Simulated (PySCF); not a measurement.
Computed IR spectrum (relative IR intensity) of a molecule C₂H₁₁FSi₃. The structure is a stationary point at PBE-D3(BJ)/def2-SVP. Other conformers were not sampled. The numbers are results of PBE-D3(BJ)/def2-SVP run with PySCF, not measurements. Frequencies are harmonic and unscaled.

Lines under 2 % of the strongest are left out, and lines within 2 cm⁻¹ are merged.

ν (cm⁻¹): 184 (vw), 397 (w), 414 (w), 457 (w), 573 (w), 598 (vw), 645 (w), 683 (w), 706 (w), 738 (vs), 787 (vs), 815 (w), 846 (w), 872 (vs), 885 (s), 895 (m), 910 (m), 917 (s), 1055 (w), 1376 (vw), 2135 (m), 2147 (m), 2152 (m), 2156 (m), 2162 (s), 2166 (s), 2170 (s), 2959 (w), 2964 (w), 3018 (vw) (against the strongest line: vs over 80 %, s over 45 %, m over 15 %, w over 4 %, vw less)

Problem. Pick the molecule that these values belong to.
A) F[SiH2][SiH2]CC[SiH3]
B) F[C@@H]([SiH3])C[SiH2][SiH3]
C) C[SiH2][SiH](F)[SiH2]C
D) C[Si@@H](F)C([SiH3])[SiH3]

Solution. A, F[SiH2][SiH2]CC[SiH3]
